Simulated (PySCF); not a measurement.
(HMg-mu-F)2.
Geometry (PBE0-D3(BJ)/def2-SVP, Å), atoms numbered from 1 in this order:
```xyz
6
F2H2Mg2 angstrom
Mg    -0.1708   -1.4452    0.1682
H     -0.3663   -3.1140    0.3659
F     -1.0235    0.0387   -0.6995
Mg     0.1684    1.4453   -0.1710
H      0.3701    3.1143   -0.3604
F      1.0222   -0.0390    0.6968
```

Computed, not measured: TDDFT CAM-B3LYP/def2-SVPD, vertical, gas phase, core orbitals frozen in the response (PySCF 2.14.0, density-fitted response routines).

Ground-to-excited transition dipoles (e·a0, same axes as the geometry; the sign carries no meaning), for the states with f of 0.002 or more among the lowest 9:

```tsv
state	E (eV)	μx	μy	μz
S2	6.589	0.876	-0.365	-1.305
S3	6.592	0.252	1.610	-0.274
S6	7.215	1.370	-0.054	0.935
S7	7.782	0.221	-0.063	-0.326
S9	7.996	-0.108	-0.914	0.106
```

Question: Work out the oscillator strengths.

Answer: f = (2/3) ΔE |μ|² with ΔE in hartree (27.2114 eV).

```csv
state,|μ|² (au),|μ| (D),f
S2,2.602,4.10,0.420
S3,2.732,4.20,0.441
S6,2.754,4.22,0.487
S7,0.159,1.01,0.030
S9,0.859,2.36,0.168
```

Question: All atoms lie in one plane. Which transitions are polarised in it and which across it?

Answer: In the plane: S3, S6 and S9. Perpendicular: S2 and S7. In-plane polarisation joins two orbitals of the same parity under reflection in the plane (π with π, or σ with σ, in-plane lone pairs counted as σ); perpendicular polarisation joins orbitals of opposite parity.

Question: What angle do the transition dipoles of S2 and S6 make?

Answer: |cos θ| = |μa·μb| / (|μa| |μb|) = 0.00, so θ ≈ 90° (taken between 0 and 90°, since the signs are arbitrary).

Question: What peak molar absorption coefficient would the strongest computed level give as a lone Gaussian band 0.3 eV wide at half height?

Answer: ε(max) = 2.175×10⁸ f / FWHM, with the width in cm⁻¹. S6: 2.175×10⁸ × 0.4867 / 2420 ≈ 44000 L mol⁻¹ cm⁻¹.

The run took 5.2 s wall on one thread, x86-64 server (shared host).

One conformer stands for the species.
